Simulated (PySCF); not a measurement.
SnF₄, SMILES [F][Sn]([F])([F])[F].

The structure is a stationary point at PBE-D3(BJ)/def2-SVP. The isomer is the one that the SMILES or the coordinates give; other isomers of the formula were not compared. The def2 effective core potentials stand for the cores of Sn; spin–orbit coupling is left out.

These are PBE-D3(BJ)/def2-SVP (PySCF) values and carry that method's errors.

Frequencies are harmonic and unscaled.

Modes within 1.5 cm⁻¹ of each other (mostly degenerate sets) share a row, with their intensities summed.

| mode | ν (cm⁻¹) | IR (km/mol) | Raman (Å⁴/amu) | depolarisation | moving atoms (share of kinetic energy) |
|---|---|---|---|---|---|
| 1–2 | 126 | 0.0 | 2.5 | 0.75 | F 100 % |
| 3–5 | 171 | 112.7 | 3.7 | 0.75 | F 79 %, Sn 21 % |
| 6 | 604 | 0.0 | 20.5 | 0.00 | F 100 % |
| 7–9 | 655 | 162.8 | 9.9 | 0.75 | F 82 %, Sn 18 % |
